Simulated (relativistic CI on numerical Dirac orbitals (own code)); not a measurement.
# One change at a time: Bi73+

Base calculation: Dirac-Coulomb-Breit CI, orbitals from a KLI potential per configuration, model QED, unscaled Slater integrals.

CI space (outside the closed core 1s2): 2s²2p⁶, 2s²2p⁵3s, 2s²2p⁵3p, 2s²2p⁵3d, 2s2p⁶3s, 2s2p⁶3p, 2s2p⁶3d, 2s²2p⁵4s, 2s²2p⁵4p, 2s²2p⁵4d, 2s²2p⁵4f, 2s²2p⁴3s², 2s²2p⁴3s3p, 2s²2p⁴3s3d, 2s2p⁶4s, 2s²2p⁴3p². Levels of other configurations are missing.

Variants: (1) P86 correlation estimate; (2) configuration mixing switched off; (3) one mean potential for all configurations. Shifts of the energy above 2s²2p⁶ ¹S0, in eV, for the lowest level and the first level of each name with at least 55 % of one term (blank where a level changes its place among those of its configuration and J or its character, or is not in the variant):

```
        Level     Base  Δ(1)  Δ(2)  Δ(3)
   2s²2p⁶ ¹S0      0.0   0.0   0.0   0.0
2s²2p⁵3s ³P°2  10493.8  +1.3  -0.3  -2.5
2s²2p⁵3s ¹P°1  10503.9  +1.3  -0.2  -2.5
 2s²2p⁵3p ³D3  11330.3  +1.4  -0.4  -2.3
 2s²2p⁵3p ¹P1  11331.1  +1.4  -0.1  -2.3
 2s²2p⁵3p ³P2  11346.0  +1.4  -0.5  -2.4
 2s²2p⁵3p ¹S0  11413.8  +1.4  +0.5  -1.3
2s²2p⁵3d ³P°0  11514.9  +1.2  -0.5  -2.9
2s²2p⁵3d ³P°1  11526.4  +1.2  -0.7  -2.8
2s²2p⁵3d ³F°4  11669.3  +1.2  -1.0  -2.8
2s²2p⁵3d ³D°3  11689.5  +1.2  -0.9  -2.8
2s²2p⁵3d ¹P°1  11722.2  +1.2  -0.4  -2.7
2s²2p⁵3s ³P°0  12867.7  +1.3  +0.1  -2.1
2s²2p⁵3s ³P°1  12871.1  +1.3  -0.4  -2.1
```

At this charge energies of transitions that change n are usually good to better than 1 %, and those within a shell (Δn = 0) to a few per cent.

Ionisation energy from the two ground configurations alone: base 20122.3 eV. The NIST ASD value (theoretical) is 20130 eV.

LS names give the leading component of a level, which can be under half, so a name can repeat, a term be missing and a line seem to break the LS rules.
